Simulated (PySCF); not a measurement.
## Nickel: a sound run and one with changed settings

Sound run: Ni [Ar] 3d8 4s2, Ni⁺ [Ar] 3d9. Computed with PySCF 2.14 in x2c-SVPall, with the spin-free X2C one-electron Hamiltonian (Gaussian nucleus). In the sound run the correlated levels freeze [Ar]. The sound run starts from symmetry-adapted Hartree-Fock orbitals and uses a fine grid where one is needed.

A second run was set up differently.

```json
{"species": "Ni", "method": "MP2", "sound run (hartree)": "-1519.02747", "changed run (hartree)": "-1519.13719", "converged": "yes"}
{"species": "Ni⁺", "method": "MP2", "sound run (hartree)": "-1518.78117", "changed run (hartree)": "-1518.89037", "converged": "yes"}
```

Ionisation energy of Ni:

```csv
method,sound run (eV),changed run (eV)
UHF,8.167,8.167
MP2,6.702,6.716
SCS-MP2,7.012,7.085
```

Q: What was changed?
A. basis contracted for another Hamiltonian
B. too few SCF iterations
C. all electrons correlated in a valence basis
D. level shift left on

A: C. A valence basis has no tight correlating functions, so it recovers only part of the core correlation, and not evenly between atom and ion.
